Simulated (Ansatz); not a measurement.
Ansatz (a program for electronic structure) input (CCSD(T)/STO-3G):

Ansatz 0.2 input:
```yaml
crystal:
  periodic: [false, false, false]
  atoms:
    - {symbol: Si, position_ang: [-0.09639842, 0.18552649, 0.25101563]}
    - {symbol: N, position_ang: [-0.19263329, 1.45354902, -0.79852353]}
    - {symbol: N, position_ang: [-1.24431069, -1.14851558, -0.04673036]}
    - {symbol: N, position_ang: [1.57165599, -0.45779501, 0.24399739]}
    - {symbol: H, position_ang: [-0.29575354, 0.32834729, 1.75910038]}
    - {symbol: H, position_ang: [-1.12850022, 1.78212078, -1.01902414]}
    - {symbol: H, position_ang: [-1.01700516, -2.00481487, 0.44928249]}
    - {symbol: H, position_ang: [-1.30555234, -1.36827399, -1.03512707]}
    - {symbol: H, position_ang: [2.07931724, -0.20506659, 1.08428544]}
    - {symbol: H, position_ang: [2.07408764, -0.06035255, -0.54394022]}
basis:
  gaussian:
    orbitals: STO-3G
total_charge: -1
magnetization: {spin_polarized: false}
correlation: {method: ccsd_t, electrons: outside_noble_gas}
```

End of the output:

```
integrals: 0.00 GiB planned
380 factors; integrals over basis functions are off by at most 3.3e-5 eV
0.08 GiB of device memory are held for the factors and their scratch space
mean field: 0.09 GiB planned
mean field evaluation 1: about -12245.4852 eV, gradient 2.7e1 eV
mean field evaluation 2: about -12245.6077 eV, gradient 2.7e1 eV
mean field evaluation 4: about -12248.2377 eV, gradient 1.7e0 eV
mean field evaluation 8: about -12248.2547 eV, gradient 2.7e-2 eV
mean field evaluation 16: about -12248.1085 eV, gradient 4.8e-1 eV
mean field -12248.25472999 eV, -450.1150591620 hartree, gradient 7.5e-7 eV, S^2 0.000000; 0 other end points of the search recorded, 0 dependent functions left out
8 core orbitals not correlated
reference -12248.25472999 eV, -450.1150591620 hartree; 13, 13 occupied and 9, 9 virtual orbitals, 380 factors
second order -4.45608499 eV of doubles, -0.00000000 eV of singles
coupled cluster: 0.10 GiB planned
cycle   1  -5.24419441 eV  change   -7.9e-1 eV  update   8.9e-2
cycle   2  -5.61237579 eV  change   -3.7e-1 eV  update   2.9e-2
cycle   3  -5.70478155 eV  change   -9.2e-2 eV  update   1.4e-2
cycle   4  -5.70691133 eV  change   -2.1e-3 eV  update   3.4e-3
cycle   5  -5.70541091 eV  change    1.5e-3 eV  update   1.1e-3
cycle   6  -5.70505734 eV  change    3.5e-4 eV  update   3.7e-4
cycle   7  -5.70491701 eV  change    1.4e-4 eV  update   1.2e-4
cycle   8  -5.70487793 eV  change    3.9e-5 eV  update   4.5e-5
cycle   9  -5.70489975 eV  change   -2.2e-5 eV  update   1.3e-5
perturbative correction -0.11228462 eV, -0.0041263838 hartree
Total energy: -12254.07191437 eV, -450.3288367448 hartree
```

It need not be the lowest isomer of its formula. Whether it binds its extra electron was not tested at this geometry.
